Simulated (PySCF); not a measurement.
`BOBN[SiH3]`. Theory: PBE0-D3(BJ)/def2-SVP geometry optimisation, gas phase (PySCF 2.14.0).

```
atom  x, y, z in Å
B1     2.8004    0.3097   -0.4365
O2     1.5318   -0.0979   -0.5308
B3     0.3364   -0.3730    0.0723
N4    -0.7101    0.5702    0.0376
Si5   -2.3281    0.3693    0.6842
H6     3.4916    0.2658   -1.4299
H7     3.2278    0.7244    0.6221
H8     0.1782   -1.4515    0.5947
H9    -0.4961    1.4492   -0.4282
H10   -2.3967   -0.9830    1.3007
H11   -3.3511    0.4952   -0.3978
H12   -2.6218    1.4163    1.7095
```

(1) What is the longest distance between nuclei?

(2) Work out the bond lengths B1–O2, B1–H7, B3–N4, N4–Si5, N4–H9, Si5–H11, Si5–H12 in bohr.

(3) Give the dihedral angles H8–B3–N4–H9, H6–B1–O2–B3, H9–N4–Si5–H11.

(4) What are the angles H6–B1–H7, O2–B3–H8, O2–B3–N4, Si5–N4–H9, H11–Si5–H12, H10–Si5–H11, N4–Si5–H11, N4–Si5–H10?

(5) Where is the centre of mass (commonest isotopes), and what is the radius of gyration?

Answers

(1) H6···H12, 6.97 Å; the next longest distance is 6.92 Å.

(2) For B1–O2 the difference vector is (-1.2686, -0.4076, -0.0943) Å, of length 1.3358 Å. 1 bohr = 0.529177 Å. B1–O2 2.524; B1–H7 2.295; B3–N4 2.663; N4–Si5 3.315; N4–H9 1.923; Si5–H11 2.824; Si5–H12 2.824 bohr.

(3) H8–B3–N4–H9 -179° (antiperiplanar); H6–B1–O2–B3 175° (antiperiplanar); H9–N4–Si5–H11 59° (synclinal). Dihedral signs follow IUPAC: positive where, seen along the central bond, the front bond turns clockwise onto the rear one.

(4) From the scalar product of the two bond vectors; for H6–B1–H7 it is -0.7744 Å² over 1.2110 × 1.2146 Å², cos θ = -0.5265. H6–B1–H7 121.8°; O2–B3–H8 119.0°; O2–B3–N4 120.3°; Si5–N4–H9 117.5°; H11–Si5–H12 107.6°; H10–Si5–H11 110.2°; N4–Si5–H11 110.8°; N4–Si5–H10 107.4°.

(5) Mass 87.048 u; centre at (-0.207, 0.207, 0.105) Å; Rg = √(Σ m r²/M) = 2.060 Å. As Ia + Ib + Ic = 2 Σ m r², the three principal moments sum to 738.5 u·Å².

Not checked by PBE0-D3(BJ)/def2-SVP frequencies. The numbers are those of one conformer.
